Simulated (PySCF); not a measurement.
PySCF job for Si(F)(NHMe)(OH)2 (CH₆FNO₂Si), SMILES CN[Si](O)(O)F, PBE-D3(BJ)/def2-SVP. Geometry: PBE-D3(BJ)/def2-SVP. This is a generated structure with no PubChem entry under its InChIKey; it may be hypothetical. One conformer was computed; it need not be the lowest.

```python
import numpy as np
from pyscf import gto, scf, dft, df
from pyscf.hessian import thermo

mol = gto.M(
    atom='''
    C     2.34738171    0.07228307   -0.50189208
    N     1.07891242   -0.63458796   -0.50164866
    Si   -0.40476512   -0.02232347    0.08251495
    O    -0.52698187    1.60877212   -0.23834205
    O    -1.57796636   -1.00084672   -0.57970472
    F    -0.61683907   -0.05963090    1.70522331
    H     3.04440260   -0.26146721    0.30114772
    H     2.16031605    1.15333538   -0.34352421
    H     2.88088684   -0.02997288   -1.47312667
    H     1.13528716   -1.63680037   -0.69362063
    H    -0.41010048    1.82140176   -1.18040064
    H    -2.38961998   -1.05227589   -0.04542726
    ''',
    basis='def2-SVP',
    charge=0,
    spin=0,
    max_memory=1600,
    verbose=3,
)
mf = dft.RKS(mol, xc='pbe').density_fit(auxbasis='def2-universal-jkfit')
mf.disp = 'd3bj'
mf.grids.level = 3
mf.conv_tol = 1e-11
mf.max_cycle = 100
mf.kernel()

# [left out here: the lines that compute and print the analytic Hessian (its translational invariance restored by hand, since the grid's response is missing), thermochemistry and intensities]
```

Log of the run:

```
converged SCF energy = -635.559672683772

WARN: DFTD3 does not support analytical Hessian, using finite difference


WARN: Mole.unit (angstrom) is changed to Bohr

Mode                                 0                   1                   2
Irrep
Freq [cm^-1]                       80.7566            145.3289            164.9081
Reduced mass [au]                   3.5109              1.3412              2.1791
Force const [Dyne/A]                0.0135              0.0167              0.0349
Char temp [K]                     116.1907            209.0959            237.2660
Normal mode                   x     y     z       x     y     z       x     y     z
       0   C                 0.01 -0.04  0.14   -0.04  0.06  0.02    0.06 -0.10 -0.05
       1   N                -0.03  0.03 -0.11    0.01 -0.02  0.00   -0.00  0.03  0.01
       2  Si                -0.01  0.01 -0.03    0.00 -0.02 -0.01    0.00  0.04  0.01
       3   O                -0.07  0.01 -0.02    0.05 -0.02 -0.01   -0.10  0.03  0.05
       4   O                -0.02 -0.02  0.03   -0.05  0.05 -0.00    0.07 -0.02 -0.03
       5   F                 0.10  0.01 -0.01    0.04 -0.04 -0.00   -0.02  0.00  0.01
       6   H                -0.14 -0.12  0.24   -0.18  0.42  0.29   -0.04  0.04  0.10
       7   H                 0.05 -0.04  0.16   -0.15  0.11 -0.42    0.16 -0.04 -0.36
       8   H                 0.16 -0.03  0.22    0.17 -0.27  0.17    0.14 -0.42  0.02
       9   H                -0.05  0.04 -0.15    0.10 -0.06  0.22   -0.08  0.01  0.05
      10   H                -0.04  0.01 -0.01   -0.13 -0.04 -0.04   -0.19  0.06  0.04
      11   H                 0.00 -0.02  0.06   -0.05  0.09  0.01    0.04 -0.05 -0.08
Mode                                 3                   4                   5
Irrep
Freq [cm^-1]                      206.8992            250.6867            299.9304
Reduced mass [au]                   2.4173              2.2819              1.6814
[...]
Reduced mass [au]                   1.6844              1.5080              3.1986
Force const [Dyne/A]                0.6313              0.5718              1.4945
Char temp [K]                    1147.4918           1154.2525           1281.2343
Normal mode                   x     y     z       x     y     z       x     y     z
       0   C                 0.04  0.01 -0.00    0.01  0.00 -0.00    0.05  0.01 -0.01
       1   N                 0.03 -0.04 -0.02    0.01 -0.02 -0.00    0.02 -0.06 -0.02
       2  Si                -0.05  0.01  0.01   -0.00 -0.02  0.04   -0.09  0.06 -0.04
       3   O                 0.00 -0.03 -0.00   -0.02  0.08  0.05    0.01 -0.09  0.04
       4   O                 0.04  0.07  0.09   -0.01  0.00  0.01    0.07  0.03  0.01
       5   F                -0.00 -0.00 -0.05    0.01  0.01 -0.09    0.00 -0.00  0.03
       6   H                 0.05  0.05  0.01    0.01  0.01  0.00    0.07  0.10  0.01
       7   H                -0.02 -0.00  0.00   -0.01 -0.00  0.00   -0.06 -0.01  0.01
       8   H                 0.08  0.06  0.01    0.02  0.02 -0.00    0.10  0.10  0.01
       9   H                 0.07 -0.03 -0.05    0.02 -0.03  0.04    0.03 -0.05 -0.05
      10   H                -0.04  0.16  0.04    0.10 -0.77 -0.16    0.02 -0.27 -0.01
      11   H                -0.28 -0.45 -0.49   -0.03 -0.07 -0.04    0.20  0.25  0.24
Mode                                15                  16                  17
Irrep
Freq [cm^-1]                      929.5716            953.7078           1060.7639
Reduced mass [au]                   6.5022              3.6536              1.2468
Force const [Dyne/A]                3.3103              1.9580              0.8266
Char temp [K]                    1337.4466           1372.1732           1526.2031
Normal mode                   x     y     z       x     y     z       x     y     z
       0   C                 0.04 -0.00 -0.00    0.02  0.01  0.00   -0.06  0.07  0.01
       1   N                 0.00 -0.03 -0.02   -0.00 -0.01 -0.01    0.01 -0.06 -0.01
       2  Si                -0.00  0.07  0.11   -0.07 -0.09  0.05   -0.00  0.03  0.01
       3   O                 0.01 -0.06 -0.01    0.00  0.09 -0.04   -0.00 -0.01  0.00
       4   O                -0.05 -0.06 -0.05    0.08  0.05  0.01   -0.00 -0.01 -0.01
       5   F                 0.01 -0.00 -0.10    0.01  0.00 -0.05    0.00 -0.00 -0.01
       6   H                 0.07  0.10  0.02    0.03 -0.01 -0.01   -0.12 -0.31 -0.09
       7   H                -0.08 -0.02  0.00    0.03  0.01 -0.01    0.48  0.16 -0.01
       8   H                 0.08  0.11  0.00    0.00 -0.02 -0.00   -0.10 -0.32  0.03
       9   H                -0.05 -0.04 -0.01    0.11 -0.00 -0.02    0.54 -0.01 -0.12
      10   H                -0.02  0.20  0.05   -0.03  0.29  0.01   -0.00 -0.01  0.01
      11   H                 0.04  0.10  0.12    0.20  0.23  0.22    0.01  0.00  0.02
Mode                                18                  19                  20
Irrep
Freq [cm^-1]                     1106.9688           1146.4054           1356.5357
Reduced mass [au]                   1.2876              3.2794              1.6196
Force const [Dyne/A]                0.9296              2.5393              1.7560
Char temp [K]                    1592.6816           1649.4221           1951.7529
Normal mode                   x     y     z       x     y     z       x     y     z
       0   C                 0.01 -0.02  0.12   -0.12 -0.12 -0.01   -0.07  0.06  0.02
       1   N                -0.01  0.01 -0.06    0.15  0.08 -0.01    0.14 -0.02 -0.03
       2  Si                 0.00  0.01 -0.00   -0.02  0.01  0.01   -0.02 -0.00  0.01
       3   O                -0.00 -0.00  0.00    0.00 -0.00  0.00    0.00 -0.00 -0.00
       4   O                -0.00 -0.00  0.00   -0.00 -0.00 -0.00    0.00  0.00  0.00
       5   F                -0.00 -0.00  0.00    0.00  0.00 -0.00    0.00  0.00 -0.00
       6   H                 0.51  0.22 -0.20   -0.08  0.04  0.03    0.04 -0.24 -0.19
       7   H                -0.04  0.03 -0.27   -0.24 -0.14  0.01    0.04  0.08 -0.01
       8   H                -0.53 -0.15 -0.16   -0.04  0.06 -0.00    0.03 -0.27  0.10
       9   H                 0.05 -0.00  0.01    0.38  0.10 -0.05   -0.62 -0.09  0.10
      10   H                 0.00 -0.02 -0.00   -0.00 -0.01 -0.00   -0.00  0.00  0.00
      11   H                -0.00 -0.01 -0.01   -0.00  0.01  0.01    0.00  0.01  0.01
Mode                                21                  22                  23
Irrep
Freq [cm^-1]                     1397.6103           1420.6328           1451.3371
Reduced mass [au]                   1.1575              1.0402              1.0673
Force const [Dyne/A]                1.3321              1.2369              1.3246
Char temp [K]                    2010.8500           2043.9743           2088.1509
Normal mode                   x     y     z       x     y     z       x     y     z
       0   C                 0.09  0.06 -0.01    0.02 -0.00  0.05    0.03 -0.01 -0.01
       1   N                -0.00  0.01  0.00    0.00 -0.00  0.01    0.05 -0.02 -0.01
       2  Si                -0.00  0.01  0.00   -0.00  0.00  0.00   -0.01  0.00  0.00
       3   O                -0.00 -0.00  0.00   -0.00 -0.00  0.00    0.00 -0.00 -0.00
       4   O                 0.00 -0.00 -0.00    0.00  0.00 -0.00    0.00  0.00  0.00
       5   F                 0.00 -0.00 -0.00    0.00 -0.00 -0.00    0.00  0.00 -0.00
       6   H                -0.22 -0.35  0.08   -0.16 -0.49 -0.04   -0.44  0.15  0.44
       7   H                -0.63 -0.10  0.11   -0.09  0.09 -0.68    0.30  0.04  0.05
       8   H                -0.25 -0.41 -0.13    0.01  0.46 -0.03   -0.53  0.15 -0.31
       9   H                 0.10  0.02 -0.02    0.00 -0.00 -0.00   -0.19 -0.04  0.03
      10   H                 0.01  0.00  0.00    0.01  0.00  0.00   -0.00  0.00  0.00
      11   H                 0.00  0.00  0.00    0.00  0.00  0.00    0.00  0.00  0.00
Mode                                24                  25                  26
Irrep
Freq [cm^-1]                     2925.7996           2986.4189           3052.8212
Reduced mass [au]                   1.0394              1.1037              1.0994
Force const [Dyne/A]                5.2422              5.7997              6.0367
Char temp [K]                    4209.5742           4296.7919           4392.3300
Normal mode                   x     y     z       x     y     z       x     y     z
       0   C                -0.05 -0.00 -0.01    0.00 -0.02  0.09    0.03 -0.08 -0.02
       1   N                -0.00 -0.00  0.00   -0.00  0.00 -0.00    0.00  0.00  0.00
       2  Si                 0.00 -0.00 -0.00    0.00 -0.00  0.00   -0.00 -0.00 -0.00
       3   O                -0.00  0.00  0.00    0.00  0.00  0.00    0.00  0.00  0.00
       4   O                -0.00 -0.00 -0.00   -0.00 -0.00 -0.00   -0.00  0.00  0.00
       5   F                -0.00  0.00  0.00   -0.00  0.00 -0.00    0.00  0.00  0.00
       6   H                 0.45 -0.23  0.55   -0.36  0.19 -0.41   -0.10  0.04 -0.14
       7   H                -0.06  0.33  0.04   -0.02  0.11  0.04   -0.16  0.87  0.13
       8   H                 0.24 -0.05 -0.48    0.35 -0.09 -0.65   -0.12  0.02  0.25
       9   H                -0.00 -0.01  0.00   -0.00 -0.00 -0.00    0.01 -0.01 -0.00
      10   H                 0.00 -0.00 -0.00   -0.00  0.00 -0.00   -0.00  0.00 -0.00
      11   H                -0.00 -0.00  0.00    0.00  0.00 -0.00    0.00 -0.00 -0.00
Mode                                27                  28                  29
Irrep
Freq [cm^-1]                     3532.4480           3767.7346           3771.8010
Reduced mass [au]                   1.0751              1.0663              1.0664
Force const [Dyne/A]                7.9038              8.9182              8.9387
Char temp [K]                    5082.4062           5420.9312           5426.7818
Normal mode                   x     y     z       x     y     z       x     y     z
       0   C                -0.00  0.00  0.00   -0.00  0.00 -0.00    0.00  0.00 -0.00
       1   N                -0.00  0.07  0.01    0.00 -0.00 -0.00   -0.00  0.00  0.00
       2  Si                 0.00  0.00 -0.00   -0.00  0.00  0.00   -0.00  0.00  0.00
       3   O                 0.00 -0.00 -0.00   -0.00 -0.00  0.02   -0.01 -0.02  0.06
       4   O                -0.00 -0.00  0.00   -0.05 -0.00  0.03    0.01  0.00 -0.01
       5   F                 0.00 -0.00 -0.00    0.00  0.00  0.00   -0.00 -0.00 -0.00
       6   H                -0.00 -0.00 -0.00   -0.00 -0.00  0.00   -0.00  0.00 -0.00
       7   H                 0.00 -0.01 -0.00    0.00 -0.00 -0.00    0.00 -0.00 -0.00
       8   H                -0.00 -0.00  0.00    0.00  0.00  0.00   -0.00  0.00  0.00
       9   H                 0.06 -0.94 -0.19   -0.00  0.00  0.00   -0.00 -0.00 -0.00
      10   H                -0.00  0.00  0.00    0.03  0.06 -0.25    0.11  0.23 -0.90
      11   H                 0.00 -0.00 -0.00    0.79  0.06 -0.50   -0.22 -0.02  0.14
temperature 298.1500 [K]
pressure 101325.00 [Pa]
Rotational constants [GHz] 3.73780 2.12713 2.01323
Symmetry number 1
Zero-point energy (ZPE) 0.08451 [Eh]   221886.612 [J/mol]
                           tot       elec      trans        rot        vib
Entropy [J/mol/K]       369.935      0.000    167.498    114.634     87.803
Cv [J/mol/K]            122.691      0.000     12.472     12.472     97.748
Cp [J/mol/K]            131.006      0.000     20.786     12.472     97.748
Internal energy [J/mol]                      3718.434   3718.434 236814.569
Internal energy [Eh]   -635.46664  -635.55967
Enthalpy [J/mol]                             6197.391   3718.434 236814.569
Enthalpy [Eh]          -635.46570
Gibbs free energy [J/mol]                  -43742.190 -30459.731 210636.097
Gibbs free energy [Eh] -635.50771
mode   freq/cm-1   IR/(km/mol)
   1       80.76         1.276
   2      145.33         5.650
   3      164.91         1.304
   4      206.90        35.081
   5      250.69        26.300
   6      299.93        33.992
   7      326.11        28.772
   8      333.89        31.429
   9      352.65        91.952
  10      425.35        59.697
  11      460.35       100.820
  12      698.83         1.326
  13      797.55       146.751
  14      802.25       166.880
  15      890.50        94.165
  16      929.57       273.735
  17      953.71       104.910
  18     1060.76        27.031
  19     1106.97         0.174
  20     1146.41       108.403
  21     1356.54        88.463
  22     1397.61         9.992
  23     1420.63         2.944
  24     1451.34         7.922
  25     2925.80        89.206
  26     2986.42        40.172
  27     3052.82        11.275
  28     3532.45        23.172
  29     3767.73        96.479
  30     3771.80        54.211
max |gradient| / (hartree/bohr): 5.1903234250060234e-05
APT charges: [ 0.3753 -0.8293  2.0609 -0.7844 -0.814  -0.6329 -0.0707  0.0156 -0.061
  0.1655  0.2833  0.2919]
```

Self-consistency was reached.
